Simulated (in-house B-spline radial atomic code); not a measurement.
Levels of two electrons outside the bare core along the 2-electron series, above the ground level 1s2 J0; labels give the leading configuration and J, and a prime marks the next level of the same label. Computed with a B-spline radial code for spherical atoms: configuration interaction with many-body perturbation theory for the core, Breit and QED.

```tsv
ion	Z	first ionisation energy (eV)	excitation of 1s2s J1 (eV)	core correlation Breit and QED part of 1s2s J1 (eV)	excitation of 1s3s J1 (eV)	core correlation Breit and QED part of 1s3s J1 (eV)	excitation of 1s3s J0 (eV)	core correlation Breit and QED part of 1s3s J0 (eV)	excitation of 1s2p J1 (eV)	core correlation Breit and QED part of 1s2p J1 (eV)
He	2	24.6	19.814	-0.0023507	22.713	-0.0023846	22.915	-0.002315	20.959	-0.0023085
Li+	3	75.6	59.012	-0.0096123	68.773	-0.0097784	69.273	-0.009287	61.272	-0.0091814
Be2+	4	?	?	?	?	?	?	?	?	?
B3+	5	?	?	?	?	?	?	?	?	?
C4+	6	392.0	298.92	-0.092733	352.02	-0.09491	353.46	-0.08971	304.36	-0.087666
N5+	7	552.0	419.71	-0.15202	494.85	-0.15582	496.61	-0.14753	426.22	-0.14393
O6+	8	739.2	560.96	-0.23291	661.93	-0.23906	664.01	-0.22673	568.54	-0.22098
F7+	9	953.7	722.67	-0.33902	853.27	-0.34839	855.67	-0.33093	731.32	-0.3224
Ne8+	10	1195.6	904.86	-0.47401	1068.9	-0.48764	1071.63	-0.46383	914.61	-0.45189
Mg10+	12	1761.5	1330.76	-0.84552	1573.16	-0.87149	1576.55	-0.83086	1342.76	-0.81035
Al11+	13	2085.5	1574.54	-1.0896	1861.87	-1.124	1865.59	-1.0727	1587.7	-1.0472
Si12+	14	2437.2	1839.01	-1.3777	2175.11	-1.4223	2179.17	-1.3585	1853.35	-1.3279
P13+	15	2816.5	2124.15	-1.7136	2512.88	-1.7704	2517.27	-1.6923	2139.7	-1.6566
S14+	16	?	?	?	?	?	?	?	?	?
Cl15+	17	3657.8	2756.34	-2.5446	3261.97	-2.6324	3267.06	-2.5196	2774.43	-2.4755
```

Fill in the row of Be2+.

first ionisation energy (eV): 153.9; excitation of 1s2s J1 (eV): 118.58; core correlation Breit and QED part of 1s2s J1 (eV): -0.02493; excitation of 1s3s J1 (eV): 139; core correlation Breit and QED part of 1s3s J1 (eV): -0.02542; excitation of 1s3s J0 (eV): 139.81; core correlation Breit and QED part of 1s3s J0 (eV): -0.024002; excitation of 1s2p J1 (eV): 121.91; core correlation Breit and QED part of 1s2p J1 (eV): -0.023607.

Fill in the row of B3+.

first ionisation energy (eV): 259.4; excitation of 1s2s J1 (eV): 198.54; core correlation Breit and QED part of 1s2s J1 (eV): -0.051521; excitation of 1s3s J1 (eV): 233.41; core correlation Breit and QED part of 1s3s J1 (eV): -0.05264; excitation of 1s3s J0 (eV): 234.53; core correlation Breit and QED part of 1s3s J0 (eV): -0.049689; excitation of 1s2p J1 (eV): 202.93; core correlation Breit and QED part of 1s2p J1 (eV): -0.048685.

Fill in the row of S14+.

first ionisation energy (eV): 3223.4; excitation of 1s2s J1 (eV): 2429.93; core correlation Breit and QED part of 1s2s J1 (eV): -2.1013; excitation of 1s3s J1 (eV): 2875.17; core correlation Breit and QED part of 1s3s J1 (eV): -2.1724; excitation of 1s3s J0 (eV): 2879.91; core correlation Breit and QED part of 1s3s J0 (eV): -2.078; excitation of 1s2p J1 (eV): 2446.74; core correlation Breit and QED part of 1s2p J1 (eV): -2.0377.
